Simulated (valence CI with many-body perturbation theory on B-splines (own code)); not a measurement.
The numbers below are computed, except where a source is named.
Level structure of Zr X

Method: valence CI with perturbative core correlation (CI+MBPT): three valence electrons over a frozen Dirac-Fock core [Ar] 3d10, a basis of 9 s, 9 p, 8 d, 6 f, 3 g, 1 h functions for each j, with the one-electron correlation potential Σ1, the two-electron term Σ2, the three-electron term Σ3, Breit, model QED; selected CI, second order for the rest, scaled by the run's own slope (own B-spline code, finite nucleus).

No measured spectrum was set against this ion. As an estimate, levels hold to about 250 cm⁻¹ or 0.2 % of their energy and the worst to 1 %, as in measured heavy ions of charge 2 to 7; those with d or f electrons hold less well.

Levels 1 to 32 of 32, with energies above the lowest level, 4s²4p ²P°_1/2. "Leading %" is the weight of the configuration and term that name the level; weights of strongly mixed levels are sums over their largest components and can fall short, so below about 35 % the name and the second component can differ from the true leading terms, or belong to a minority configuration. In the jj column 3d3/2^4 stands for four electrons in 3d with j = 3/2.

```tsv
No.	Configuration	Term	J	E (cm⁻¹)	Leading %	g	Second component	Leading jj
1	4s²4p	²P°	1/2	0	98	0.665		4s^2 4p1/2 (98 %)
2	4s²4p	²P°	3/2	19884	98	1.334		4s^2 4p3/2 (98 %)
3	4s4p²	⁴P	1/2	166770	96	2.645		4s 4p1/2^2 (60 %)
4	4s4p²	⁴P	3/2	175860	99	1.728		4s 4p1/2 4p3/2 (93 %)
5	4s4p²	⁴P	5/2	185310	94	1.576	6 % 4s4p² ²D	4s 4p1/2 4p3/2 (57 %)
6	4s4p²	²D	3/2	220090	90	0.815	6 % 4s²4d ²D	4s 4p1/2 4p3/2 (71 %)
7	4s4p²	²D	5/2	223960	87	1.224	6 % 4s4p² ⁴P	4s 4p3/2^2 (55 %)
8	4s4p²	²S	1/2	253730	54	1.444	42 % 4s4p² ²P	4s 4p1/2^2 (39 %)
9	4s4p²	²P	1/2	274160	56	1.248	42 % 4s4p² ²S	4s 4p3/2^2 (66 %)
10	4s4p²	²P	3/2	279880	95	1.323		4s 4p3/2^2 (67 %)
11	4s²4d	²D	3/2	356530	91	0.800	6 % 4s4p² ²D	4s^2 4d3/2 (91 %)
12	4s²4d	²D	5/2	359340	92	1.200	6 % 4s4p² ²D	4s^2 4d5/2 (92 %)
13	4p³	⁴S°	3/2	419300	46	1.443	31 % 4p³ ²D°	4p1/2^2 4p3/2 (78 %)
14	4p³	⁴S°	3/2	427710	46	1.362	43 % 4p³ ²D°	4p1/2 4p3/2^2 (89 %)
15	4p³	²D°	5/2	429360	82	1.200	16 % 4s4p4d ²D°	4p1/2 4p3/2^2 (82 %)
16	4p³	²P°	1/2	462250	88	0.665	10 % 4s4p4d ²P°	4p1/2 4p3/2^2 (88 %)
17	4p³	²P°	3/2	470050	72	1.327	7 % 4s4p4d ²P°	4p3/2^3 (74 %)
18	4s4p4d	⁴F°	3/2	491510	97	0.413		4s 4p1/2 4d3/2 (85 %)
19	4s4p4d	⁴F°	5/2	495700	96	1.035		4s 4p1/2 4d3/2 (44 %)
20	4s4p4d	⁴F°	7/2	502130	96	1.242		4s 4p1/2 4d5/2 (49 %)
21	4s4p4d	⁴F°	9/2	511710	99	1.334		4s 4p3/2 4d5/2 (99 %)
22	4s4p4d	⁴P°	5/2	520970	65	1.498	22 % 4s4p4d ⁴D°	4s 4p1/2 4d5/2 (87 %)
23	4s4p4d	⁴D°	3/2	523930	52	1.413	42 % 4s4p4d ⁴P°	4s 4p1/2 4d3/2 (45 %)
24	4s4p4d	⁴D°	1/2	525810	83	0.410	15 % 4s4p4d ⁴P°	4s 4p1/2 4d3/2 (67 %)
25	4s4p4d	⁴P°	1/2	535780	84	2.264	15 % 4s4p4d ⁴D°	4s 4p3/2 4d3/2 (96 %)
26	4s4p4d	⁴D°	3/2	536520	45	1.383	43 % 4s4p4d ⁴P°	4s 4p3/2 4d3/2 (89 %)
27	4s4p4d	⁴D°	5/2	536620	69	1.346	15 % 4s4p4d ²D°	4s 4p3/2 4d3/2 (71 %)
28	4s4p4d	⁴D°	7/2	536990	95	1.420		4s 4p3/2 4d5/2 (64 %)
29	4s4p4d	²D°	3/2	539450	73	0.931	13 % 4s4p4d ⁴P°	4s 4p3/2 4d5/2 (46 %)
30	4s4p4d	²D°	5/2	540920	54	1.278	25 % 4s4p4d ⁴P°	4s 4p3/2 4d5/2 (70 %)
31	4s4p4d	²F°	5/2	554070	86	0.902	11 % 4s4p4d ²D°	4s 4p1/2 4d5/2 (44 %)
32	4s4p4d	²F°	7/2	568940	98	1.143		4s 4p3/2 4d5/2 (66 %)
```

Names give the largest LS component (configuration and term), which can be under half, so a name can repeat, a term be missing and a line seem to break the LS rules; names also repeat where a configuration has a term twice.

Where two levels of one J and parity lie close, their mixing, g and order are uncertain.

The ionisation energy to 4s² ¹S0 of the next ion comes out as 172.58 eV (NIST: 172.02 ± 0.05 eV (semi-empirical), further off than twice its uncertainty). All 32 levels together are meant to be complete up to 576210 cm⁻¹.
